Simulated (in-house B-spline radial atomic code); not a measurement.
As. Computed with a B-spline radial atomic code. Model: non-relativistic spherical atom: semilocal Troullier-Martins pseudo-atom, one channel per l, against all electrons, high spin, G0W0 and RPA with empty states to l = 8, local potential for every l without a channel, a model core (radius 0 = none) keeps its share of the functional.

What the tables leave out is listed at the end.

The pseudopotential gives back the lowest level of each angular momentum of its own functional in the configuration it was made in; a second state of the same l is only approximately right. Exact exchange, RPA and GW see the smooth pseudo-orbitals and miss the exchange with the core, for which the functional's share stands in. The column with an uncorrelated core keeps all orbitals and exact exchange, and so separates missing core correlation from pseudisation. Only the three outermost levels and the lowest empty one were computed. RPA here is direct RPA, with no exchange kernel, and its energies carry an (l + 1/2)⁻⁴ tail. A hybrid on a potential with a model core restores only its own semilocal share of the core's exchange.

Command:
```bash
python run_psgw.py task.json out
```
Settings (lengths in bohr, energies in hartree):
```
Z                      33
electrons              33
configuration          [Ar] 3d10 4s2 4p3
generated_in           [Ar] 3d10 4s2 4p3
functional             lda,vwn
core_shells            5
radius_factor          1
core_correction        True
```

Time taken, with all properties: 22 s on 1 thread of Arm Neoverse V2, with other jobs on the host.

Given: made with LDA VWN5; model core radius 0.297 bohr; local radius 1.498 bohr; mean-field start LDA VWN5.

Valence shells of the generating configuration: 3d, 4s, 4p.

Channel: s 1.627, p 1.981, d 1.413 (radii in bohr).

Computed: largest level miss in the spin-unpolarised generating configuration 0 eV; valence RPA correlation energy all-electron orbitals -0.89239 hartree; valence RPA correlation energy pseudo -1.0959 hartree; all-electron RPA polarisability, core included 27.5 bohr³.

```
          level  occupied  mean-field all-electron (eV)  mean-field pseudo minus all (eV)  G0W0 all-electron (eV)  G0W0 uncorrelated core minus all (eV)  G0W0 pseudo minus all (eV)  exchange self-energy all-electron (eV)  exchange self-energy pseudo (eV)
          4p up         1                       -5.9955                            -0.003                 -9.6794                                 -0.034                      -0.259                                 -16.425                           -15.618
        4s down         1                       -12.866                             0.011                 -16.168                                 -0.038                      -0.334                                 -16.466                           -14.549
4p down (empty)         0                       -4.0904                             0.007                 -1.1531                                 -0.026                       -0.22                                 -4.2891                           -3.5155
```

Q: What is the pseudo-atom RPA polarisability?

A: 27.358 bohr³.

Given: mean-field start PBE0.

Computed: valence RPA correlation energy pseudo -1.0604 hartree; all-electron RPA polarisability, core included 23.291 bohr³; pseudo-atom RPA polarisability 22.671 bohr³.

```json
{"level": "4p up", "occupied": "1", "mean-field all-electron (eV)": "-7.1338", "mean-field pseudo minus all (eV)": "-0.068", "G0W0 all-electron (eV)": "-9.9925", "G0W0 uncorrelated core minus all (eV)": "-0.033", "G0W0 pseudo minus all (eV)": "-0.237", "exchange self-energy all-electron (eV)": "-16.38", "exchange self-energy pseudo (eV)": "-15.829"}
{"level": "4s down", "occupied": "1", "mean-field all-electron (eV)": "-13.452", "mean-field pseudo minus all (eV)": "0.094", "G0W0 all-electron (eV)": "-16.339", "G0W0 uncorrelated core minus all (eV)": "-0.034", "G0W0 pseudo minus all (eV)": "-0.242", "exchange self-energy all-electron (eV)": "-16.195", "exchange self-energy pseudo (eV)": "-14.446"}
{"level": "4p down (empty)", "occupied": "0", "mean-field all-electron (eV)": "-2.6294", "mean-field pseudo minus all (eV)": "-0.038", "G0W0 all-electron (eV)": "-0.81084", "G0W0 uncorrelated core minus all (eV)": "-0.021", "G0W0 pseudo minus all (eV)": "-0.126", "exchange self-energy all-electron (eV)": "-3.9153", "exchange self-energy pseudo (eV)": "-3.3486"}
```

Q: What is the valence RPA correlation energy all-electron orbitals?

A: -0.84604 hartree.

Among the listed levels the largest G0W0 shift of the pseudo-atom is -0.33 eV, for 4s down on the LDA VWN5 start, while leaving the core uncorrelated moves that level by -0.04 eV. So pseudisation and the lost core exchange, not the missing core correlation, make the error. Not in the tables (levels of low weight, unsolved or above zero; the highest and the empty levels are kept at any weight): on LDA the G0W0 levels 4s up (pseudo minus all -0.07 eV, weights 0.05 and 0.06); on PBE0 the G0W0 levels 4s up (pseudo minus all -0.07 eV, weights 0.32 and 0.34); no Hartree-Fock pseudo-atom is run with a model core.
